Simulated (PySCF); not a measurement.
MgO, SMILES [O]=[Mg]. Geometry optimised at r2SCAN-D4/def2-TZVPD.

Computed with r2SCAN-D4/def2-TZVPD in PySCF.

Harmonic wavenumbers (cm⁻¹): 831. Rotational constants (GHz): 17.34 (linear); symmetry number 1.

### Question
Work out the zero-point energy and the ideal-gas rigid-rotor harmonic-oscillator thermochemistry at 298.15 K and 1 atm.

### Answer
ZPE = ½ Σ hcν = ½ × 831 cm⁻¹ = 4.97 kJ/mol. H − E(el) = 13.83 kJ/mol. Entropy in J/(mol K): translation 154.85, rotation 57.21, vibration 0.77, total 212.83. G − E(el) = -49.62 kJ/mol. Cp = 31.61 J/(mol K).
